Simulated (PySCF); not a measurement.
**Telling isomers of C6H7F apart by NMR**

- GFN2-xTB geometry
- shieldings: GIAO PBE0/pcSseg-1
- code: PySCF 2.14.0 with density-fitted response routines
- no solvent, a single conformation, one averaged value for each set of equivalent atoms, no relativistic terms

δ = σ(ref) − σ, references computed at the same level: TMS for ¹H (σref 31.72) and ¹³C (σref 186.93). Splittings of carbon signals by F and P are missing where no couplings were computed. Where no couplings were computed, multiplicities follow the n + 1 count of equivalent neighbours, and m marks all less simple cases (inequivalent or close neighbours, rings, F or P nearby). Shifts are as computed. Against solution values, carbons near 30 ppm lie about +3 ppm off and those near 130 ppm about +5 ppm. Of 1211 compounds with measured shifts, 218 miss one by over three times the rms of a fit or turn the order of signals round; such compounds aren't used in these exercises.

(1) Tabulate the signals of `C=C/C=C/C(=C)F`, `C=CC(=C)C(=C)F`, `FC1=CC[C@@H]2C[C@H]12`, `C=C[C@]1(F)CC1=C` and their relative energies.

(2) What is the quickest way to tell C=CC(=C)C(=C)F from FC1=CC[C@@H]2C[C@H]12?

(3) What is the quickest way to tell C=C/C=C/C(=C)F from C=CC(=C)C(=C)F?

(4) What is the quickest way to tell FC1=CC[C@@H]2C[C@H]12 from C=C[C@]1(F)CC1=C?

## Answers

(1) 
```tsv
SMILES	carbon types	δC	δH	E rel. (kcal/mol)
C=C/C=C/C(=C)F	1×C 3×CH 2×CH2	173.6, 144.3, 140.6, 130.9, 129.3, 101.2	6.84 (m, 1H), 6.64 (m, 1H), 6.05 (m, 1H), 5.75 (m, 1H), 5.63 (m, 1H), 5.06 (m, 1H), 4.67 (m, 1H)	6.7
C=CC(=C)C(=C)F	2×C 1×CH 3×CH2	172.9, 147.2, 144.4, 127.2, 124.3, 101.3	6.76 (m, 1H), 5.99 (m, 1H), 5.88 (m, 1H), 5.70 (m, 1H), 5.56 (m, 1H), 5.27 (m, 1H), 5.01 (m, 1H)	14.4
FC1=CC[C@@H]2C[C@H]12	1×C 3×CH 2×CH2	178.5, 104.4, 34.0, 24.1, 18.6, 17.2	4.63 (m, 1H), 2.66 (m, 1H), 2.39 (m, 1H), 1.80 (m, 1H), 1.68 (m, 1H), 0.90 (m, 1H), 0.08 (m, 1H)	0.0
C=C[C@]1(F)CC1=C	2×C 1×CH 3×CH2	145.0, 143.7, 119.4, 115.9, 80.3, 21.6	6.29 (m, 1H), 6.01 (m, 1H), 5.92 (m, 1H), 5.63 (m, 1H), 5.57 (m, 1H), 1.96 (m, 1H), 1.42 (m, 1H)	31.6
```

Energies are electronic energies at PBE0/pcSseg-1 on these geometries, without zero-point or thermal terms, each for the one conformer computed, which needn't be the lowest.

(2) Both give the same number of carbon signals, but DEPT or the intensities differ. The first has a terminal =CH2 carbon at 127.2 ppm, the second an allylic sp3 CH2 at 34.0 ppm. Their most deshielded carbons lie at 172.9 and 178.5 ppm. In the proton spectra the most deshielded non-exchanging signals are 6.76 (m, 1H) and 4.63 (m, 1H).

(3) Both give the same number of carbon signals, but DEPT or the intensities differ. The first has an alkene CH at 130.9 ppm, the second a fully substituted alkene carbon (C) at 147.2 ppm. Their most deshielded carbons lie at 173.6 and 172.9 ppm.

(4) Both give the same number of carbon signals, but DEPT or the intensities differ. The first has a three-membered-ring carbon (CH) at 24.1 ppm, the second a terminal =CH2 carbon at 119.4 ppm. Their most deshielded carbons lie at 178.5 and 145.0 ppm. In the proton spectra the most deshielded non-exchanging signals are 4.63 (m, 1H) and 6.29 (m, 1H).
